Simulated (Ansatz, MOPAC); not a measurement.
System: P2H3, net charge 0, doublet state. SMILES: P[PH]
Coordinates optimised at B3LYP-D3(BJ)/def2-TZVP (Ansatz, a program for electronic structure):
```xyz
5

P      0.9614    -0.4387     0.4296
P     -0.8856     0.3194    -0.4691
H      1.6950     0.7069     0.0100
H     -1.0442     1.5226     0.2657
H     -1.7869    -0.4398     0.3160
```
Charge 0, spin multiplicity 2.

Quantity: vertical ionisation energy to the singlet, in eV. Set-up: UHF or UKS for open shells; valence correlation only; each state is the SCF solution reached for its charge and spin; 6-31G* and kin with 6d, 5d where marked; 6-311+G** with 5d, 6d on Na to Ar in Ansatz; no spin-orbit coupling; dispersion terms only where a functional's name holds one; non-relativistic. Ab initio and DFT rows: single points at B3LYP-D3(BJ) geometries (Ansatz). Semi-empirical rows: differences of heats of formation at the shared geometry for vertical values.

```json
[
 {"level": "PM3", "program": "MOPAC", "vertical ionisation energy to the singlet (eV)": "8.34"},
 {"level": "MNDO", "program": "MOPAC", "vertical ionisation energy to the singlet (eV)": "9.81"},
 {"level": "HF/6-311+G**", "program": "Ansatz", "vertical ionisation energy to the singlet (eV)": "8.49"},
 {"level": "B3LYP/3-21G", "program": "Ansatz", "vertical ionisation energy to the singlet (eV)": "8.75"},
 {"level": "B3LYP/6-31G*", "program": "Ansatz", "vertical ionisation energy to the singlet (eV)": "8.60"},
 {"level": "B3LYP/6-311+G**", "program": "Ansatz", "vertical ionisation energy to the singlet (eV)": "8.64"},
 {"level": "MP2/6-311+G**", "program": "Ansatz", "vertical ionisation energy to the singlet (eV)": "8.43"},
 {"level": "PBE/def2-TZVPD", "program": "Ansatz", "vertical ionisation energy to the singlet (eV)": "8.48"},
 {"level": "wB97X-V/def2-TZVPD", "program": "Ansatz", "vertical ionisation energy to the singlet (eV)": "8.69"}
]
```

No value to compare with is used here. The 7 habitual levels span 8.34 (PM3) to 9.81 eV (MNDO); wB97X-V/def2-TZVPD gives 8.69.

The levels are drawn from those run, B3LYP/6-31G* more often than the rest, none by its result; left out are runs that failed, that the program found above a lower state of the same kind, or whose <S^2> lies over 0.5 above the pure value.
